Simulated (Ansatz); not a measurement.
**Cost against result**

The pair of Ag⁺ (SMILES [Ag+], atom 1) and CH4 (SMILES C, atoms 2–6), both closed shells, in one local arrangement (a lower one may exist), relaxed at PBE0-D4/def2-TZVP:

Ag1  (-0.074, -0.080, -2.083)
C2  (0.014, 0.016, 0.398)
H3  (-0.225, -0.824, 1.047)
H4  (-0.925, 0.271, -0.138)
H5  (0.912, -0.286, -0.182)
H6  (0.297, 0.904, 0.958)
(Å)

Interaction energies are counterpoise-corrected; the time is that of the whole pair.

Computed with Ansatz 0.2.0 (basis: as named in each row); correlated methods freeze the cores. Filled d shells of the heavier atoms are correlated. Core potentials replace the inner electrons of the atoms past krypton. B3LYP uses VWN-RPA correlation. Extrapolation: Hartree–Fock as exp(−7.88 √X), correlation as X^−2.97.

Times are rough, for one single point on 2 threads of a shared host (Arm Neoverse V2).

The estimate by CCSD(T) at an estimated basis limit (MP2 extrapolated from triple and quadruple zeta, plus CCSD(T) − MP2 in triple zeta) is -0.739 eV.

```csv
method,basis,time (s),interaction energy (eV),method less estimate
revPBE-D4,def2-TZVPPD,1,-0.800,-0.060
PBE-D4,def2-TZVPPD,1,-0.939,-0.200
BLYP-D4,def2-TZVPPD,2,-0.861,-0.122
PBE0-D4,def2-TZVPPD,2,-0.802,-0.063
HSE06-D4,def2-TZVPPD,2,-0.800,-0.061
B3LYP-D4,def2-TZVPPD,2,-0.780,-0.041
r2SCAN-D4,def2-TZVPPD,2,-0.937,-0.198
B2PLYP,def2-TZVPPD,3,-0.697,0.042
wB97X-V,def2-TZVPPD,6,-0.719,0.020
B97M-V,def2-TZVPPD,6,-0.836,-0.097
wB97M-V,def2-TZVPPD,6,-0.725,0.014
MP2,def2-QZVPPD,7,-0.746,-0.006
CCSD(T),def2-TZVPPD,36,-0.629,0.110
```

No T1 diagnostic of these runs exceeds 0.010.
